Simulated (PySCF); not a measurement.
Radial density of Au (gold, neutral)

r2SCAN0, [Xe] 4f14 5d10 6d1, 2D determinant (an excited configuration). Computed with PySCF 2.14 in aug-cc-pVTZ-PP with one added diffuse shell each of s, p, d, f, g type with ECP60MDF (7s7p6d4f3g, 113 functions), with a scalar-relativistic core potential. This is the valence pseudo-density: the core potential removes the inner electrons and smooths the orbitals near the nucleus.

```json
{"r (bohr)": "0.137", "4πr²ρ (e/bohr)": "0.0001090", "4πr²(ρα − ρβ)": "0.0000"}
{"r (bohr)": "0.231", "4πr²ρ (e/bohr)": "0.003387", "4πr²(ρα − ρβ)": "0.0000"}
{"r (bohr)": "0.389", "4πr²ρ (e/bohr)": "0.2498", "4πr²(ρα − ρβ)": "0.0001"}
{"r (bohr)": "0.654", "4πr²ρ (e/bohr)": "7.516", "4πr²(ρα − ρβ)": "0.0019"}
{"r (bohr)": "1.10", "4πr²ρ (e/bohr)": "16.43", "4πr²(ρα − ρβ)": "0.0064"}
{"r (bohr)": "1.85", "4πr²ρ (e/bohr)": "5.262", "4πr²(ρα − ρβ)": "0.0011"}
{"r (bohr)": "3.11", "4πr²ρ (e/bohr)": "0.5650", "4πr²(ρα − ρβ)": "0.0064"}
{"r (bohr)": "5.23", "4πr²ρ (e/bohr)": "0.07384", "4πr²(ρα − ρβ)": "0.0632"}
{"r (bohr)": "8.80", "4πr²ρ (e/bohr)": "0.1365", "4πr²(ρα − ρβ)": "0.1365"}
{"r (bohr)": "14.8", "4πr²ρ (e/bohr)": "0.02253", "4πr²(ρα − ρβ)": "0.0225"}
```

Energies and moments cover only the electrons outside the core potential. Spin-orbit coupling, absent here, splits the open shell strongly. The outer electron is Rydberg-like, and this basis confines it to a smaller radius and binds it less than a complete one would.
